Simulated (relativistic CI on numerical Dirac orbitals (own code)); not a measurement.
Computed by Dirac-Coulomb-Breit CI, orbitals from a KLI potential per configuration, model QED, unscaled Slater integrals (own radial code, finite nucleus).

Configuration list (outside the closed core [Ar] 3d10): 4s²4p⁶4d⁷, 4s²4p⁵4d⁸, 4s²4p⁶4d⁶4f, 4s4p⁶4d⁸, 4s²4p⁵4d⁷4f, 4s4p⁶4d⁷4f, 4s²4p⁶4d⁶5s, 4s²4p⁶4d⁵4f5s, 4s²4p⁶4d⁶5p, 4s²4p⁵4d⁷5s, 4s²4p⁶4d⁶5f, 4s²4p⁶4d⁵5s5p, 4p⁶4d⁸4f, 4s²4p⁶4d⁶6s, 4s4p⁶4d⁷5s, 4p⁶4d⁹, 4p⁵4d¹⁰, 4p⁵4d⁹4f, 4s²4p⁶4d⁵5s², 4s²4p⁶4d⁴4f5s², 4s²4p⁵4d⁵4f5s², 4s4p⁶4d⁵4f5s², 4p⁶4d⁸5s, 4p⁵4d⁹5s, 4p⁵4d⁸4f5s, 4p⁶4d⁷5s², 4p⁵4d⁸5s², 4p⁶4d⁶4f5s², 4p⁵4d⁷4f5s². Double excitations out of closed p, d and f shells are left out; levels of such configurations are missing from the list, as are those of other unlisted configurations, and high levels can miss mixing partners.

At this charge energies of transitions that change n are usually good to better than 1 %, and those within a shell (Δn = 0) to a few per cent. Terms inside the open d or f shell come out 10 to 20 % too wide with unscaled integrals.

Outline of the computed level scheme of Re XXXIII. Lowest level of each configuration: 4s²4p⁶4d⁷ ⁴F9/2 at 0.000 eV; 4s²4p⁵4d⁸ ⁴G°11/2 at 185.621 eV; 4s²4p⁶4d⁶4f ⁴G°9/2 at 198.424 eV.

Some strong electric-dipole decays among the lowest 45 levels: 4s²4p⁵4d⁸ ⁴D°7/2 → 4s²4p⁶4d⁷ ⁴F9/2 (5.5e+10 s⁻¹); 4s²4p⁵4d⁸ ²P°1/2 → 4s²4p⁶4d⁷ ²P3/2 (5.1e+10 s⁻¹); 4s²4p⁵4d⁸ ⁴F°9/2 → 4s²4p⁶4d⁷ ⁴F9/2 (4.6e+10 s⁻¹); 4s²4p⁵4d⁸ ²P°3/2 → 4s²4p⁶4d⁷ ²D5/2 (3.8e+10 s⁻¹); 4s²4p⁵4d⁸ ⁴D°5/2 → 4s²4p⁶4d⁷ ⁴F7/2 (3.7e+10 s⁻¹); 4s²4p⁵4d⁸ ²P°3/2 → 4s²4p⁶4d⁷ ²P3/2 (2.5e+10 s⁻¹); 4s²4p⁵4d⁸ ²D°5/2 → 4s²4p⁶4d⁷ ²P3/2 (2.4e+10 s⁻¹); 4s²4p⁶4d⁶4f ⁴F°7/2 → 4s²4p⁶4d⁷ ⁴F9/2 (2.3e+10 s⁻¹).

LS names give the leading component of a level, which can be under half, so a name can repeat, a term be missing and a line seem to break the LS rules.
